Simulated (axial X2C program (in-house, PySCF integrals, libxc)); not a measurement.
# Spin–orbit effects down a group: molecules with S, PBE0

Computed with an in-house relativistic program for diatomic molecules, spin-free (one-electron X2C) or two-component (2c: spin–orbit coupling with atomic mean-field Coulomb and Gaunt terms, which also bring small scalar terms), in Dyall basis sets with cores contracted in-house; open shells are unrestricted.

Basis sets: Be dyall-cv3z, Ca dyall-cv3z, S dyall-av3z, Sr dyall-cv3z.

| molecule | spin-free state | Re (Å) | ωe (cm⁻¹) | De (eV) | 2c state | Re 2c (Å) | ωe 2c (cm⁻¹) | De 2c (eV) |
| --- | --- | --- | --- | --- | --- | --- | --- | --- |
| BeS | M_S = 0, Λ = 0 | 1.737 | 1022.7 | 3.48 | Ω = 0 | 1.737 | 1022.2 | 3.47 |
| CaS | M_S = 0, Λ = 0 | 2.299 | 483.9 | 3.60 | Ω = 0 | 2.299 | 483.8 | 3.60 |
| SrS | M_S = 0, Λ = 0 | 2.420 | 405.8 | 3.64 | Ω = 0 | 2.420 | 405.9 | 3.64 |

Each entry is the lowest single determinant of a limited PBE0 search at one distance. De goes to single-determinant-based atoms at the same level (for ions the charge split of lowest energy) and is withheld (n/a) where an atom does not fit its ground term or J level. Main or longest-lived isotopes. Some light 2c atoms are not at their ground J level, so De misses part of their lowering (0.04 eV or less). The functionals have no current term, which raises determinants with orbital currents.
